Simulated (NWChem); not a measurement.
Species: C₂H₇BeNS; SMILES C[N](C)[Be][SH]

```xyz
12

Be     0.0364    -0.4475     0.0000
N      0.0212     1.0550     0.0000
C      0.0084     1.8494     1.2043
C      0.0084     1.8494    -1.2043
H     -0.8947     2.4883     1.2683
H      0.8862     2.5229     1.2627
H      0.0242     1.2097     2.1007
H      0.8862     2.5229    -1.2627
H     -0.8947     2.4883    -1.2683
H      0.0242     1.2097    -2.1007
S      0.0917    -2.3548     0.0000
H     -1.2552    -2.4844     0.0000
```
Atoms are numbered in this order, from 1.

Level: PBE0/def2-SVP (NWChem), optimised geometry, unscaled harmonic frequencies. 

List the harmonic frequencies with IR intensities, and the thermochemistry.


```csv
frequency (cm⁻¹),IR intensity (km/mol)
97,0.7
143,0.8
220,17.8
239,1.2
249,1.9
304,0.9
354,38.4
400,23.5
479,2.8
667,2.1
960,0.4
1088,2.2
1104,0.0
1161,122.3
1167,1.3
1246,69.3
1423,219.0
1429,2.7
1448,0.0
1455,12.1
1458,3.0
1478,16.4
1523,95.6
2704,0.1
2987,57.8
2992,120.2
3046,86.5
3055,0.0
3128,15.2
3128,28.9
```

The zero-point energy is 58.8 kcal/mol and the thermal correction to the enthalpy at 298.15 K (with zero-point energy) is 64.0 kcal/mol. The heat capacity Cv comes out as 24.3 cal/(mol K), the entropy at 298.15 K and 1 atm (symmetry number 1) is 83.2 cal/(mol K) and the dipole moment comes out as 2.05 D.

Rigid rotor and harmonic oscillator; modes under 100 cm⁻¹ make the entropy uncertain.
